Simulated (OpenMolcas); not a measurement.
Tc3+ among 5 point charges of -1 e arranged as a square pyramid (C4v), 1.82 Å from the ion, with the axial distance 2.184 Å.
```
   1.8200    0.0000    0.0000  -1.00
   0.0000    1.8200    0.0000  -1.00
  -1.8200    0.0000    0.0000  -1.00
   0.0000   -1.8200    0.0000  -1.00
   0.0000    0.0000    2.1840  -1.00
```

* Program: OpenMolcas 26.06
* Method: SS-CASPT2, IPEA 0.25 Eh, imaginary shift 0.1 Eh (closed shells correlated: 4s 4p)
* Basis: ANO-RCC-VDZP [6s5p3d1f]
* Scalar Hamiltonian: DKH2, point nucleus
* Active space: 4 electrons in 5 orbitals (4d)
* State averaging: 2S+1 = 5 even, 5 roots; 2S+1 = 3 even, 45 roots; 2S+1 = 1 even, 50 roots
* Spin-orbit coupling: RASSI with atomic mean-field integrals over the reference wave functions

(1) What is the spin-free ground state?

(2) Where is the first state of the same spin?

(3) What are the lowest two levels with spin-orbit coupling?

(4) What is χT at 300 K, and how does it compare with the textbook value?

Results:

(1) A state of multiplicity 5, 1-fold in its orbital part, 100 % from free-ion D terms; it has the highest spin that d4 allows.

(2) A 1-fold state lies at 8470 cm-1 above the ground state.

(3) A 1-fold level, then a 1-fold level 4 cm-1 above it. Their leading multiplicities are 5 (99 %) and 5 (99 %).

(4) The lowest level has 2S+1 = 5, for which the spin-only value is χT = S(S+1) / 2 = 3.000 cm3 K/mol (g = 2). The computed 2.633 at 300 K differs by -0.367, through orbital momentum, spin-orbit coupling and any other state in reach.

Point charges give a weaker field than real ligands, and real ions of this kind are as a rule low spin; the high spin found here belongs to the model. Free-ion shares, where given, are those of the reference states; single-state CASPT2 does not remix them. Point charges carry no covalency, so the field is a model and not that of real ligands. An unlabelled pair can be two single states that coincide in this model. No measured value stands beside these numbers.
